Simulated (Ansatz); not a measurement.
The first iterations of a band of F4H2NTa + H2 (10 atoms, charge 0, multiplicity 1).

Computed with Ansatz, RKS PBE0/def2-SVP.

- movable images: 7
- climbing image: yes
- spring: 5.0 eV/Å²
- optimiser: quadratic models (default)
- start path: through a guess of the saddle point
- force threshold: 0.05 eV/Å
- iteration limit: 60
- end points: relaxed

First end point:

```xyz
10
Properties=species:S:1:pos:R:3
Ta 0.069 0.363 0.011
N 2.013 0.446 0.089
H 2.535 0.624 0.943
H 2.616 0.290 -0.715
F 0.089 0.728 1.861
F 0.269 -0.014 -1.826
F -0.848 1.953 -0.354
F -0.774 -1.287 0.302
H 1.151 -3.035 0.761
H 1.910 -3.049 0.804
```

Last end point:

```xyz
10
Properties=species:S:1:pos:R:3
Ta -0.112 -0.358 0.150
N 2.221 -0.165 0.226
H 2.492 0.517 0.937
H 2.569 0.188 -0.667
F -0.004 -0.079 2.013
F 0.183 -0.823 -1.655
F 0.321 1.466 -0.197
F -1.941 -0.741 0.134
H 0.591 -1.945 0.508
H 2.707 -1.039 0.428
```

| iteration | highest image above the first end (eV) | largest band force component (eV/Å) |
| --- | --- | --- |
| 1 | 4.464 | 11.570 |
| 2 | 2.298 | 4.691 |
| 3 | 1.416 | 4.803 |
| 4 | 1.140 | 1.168 |
| 5 | 0.864 | 1.252 |

**Question.** Does the band converge within its limit, and where does its top end?

**Answer.** The run converged. It ended after 17 iterations with the highest image 0.940 eV above the first end. A vibrational analysis at the climbing image gives one clearly imaginary mode, 1194i cm⁻¹: a first-order saddle point. The orbitals stay closed-shell, which can raise the energy where a bond breaks towards radicals; this wasn't checked here.

Run time: 4.1 min on 4 threads of Arm Neoverse V2, on a shared host, peak memory 0.28 GiB.
